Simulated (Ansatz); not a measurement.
Basis-set extrapolation for `F[SiH2]/C=C\[SiH2]F` (PBE0-D4/def2-TZVP geometry, frozen core, the Gaussian-basis code of Ansatz). Multiplicity 1, RHF reference.

```csv
,def2-TZVPP,def2-QZVPP
HF,-856.231695,-856.263242
MP2 correlation,-1.058300,-1.146720
CCSD(T) correlation,-1.143212,not run
```

Energies in hartree. Use E(X) = E(∞) + A·exp(−7.88·√X) for Hartree–Fock and E(X) = E(∞) + B·X^(−2.97) for correlation, with X = 3 and 4, and add CCSD(T) minus MP2 of the smaller set to the MP2 limit.

Q: What is the CCSD(T) energy at the basis-set limit?

A: HF limit: -856.263242 + (-0.031547) × 0.13774 = -856.26759. MP2 limit: -1.146720 + (-0.088420) × 0.74074 = -1.21222. Higher-order term: -1.143212 − (-1.058300) = -0.08491. Total: -857.56472 hartree, 498.4 kJ/mol below CCSD(T)/def2-TZVPP.
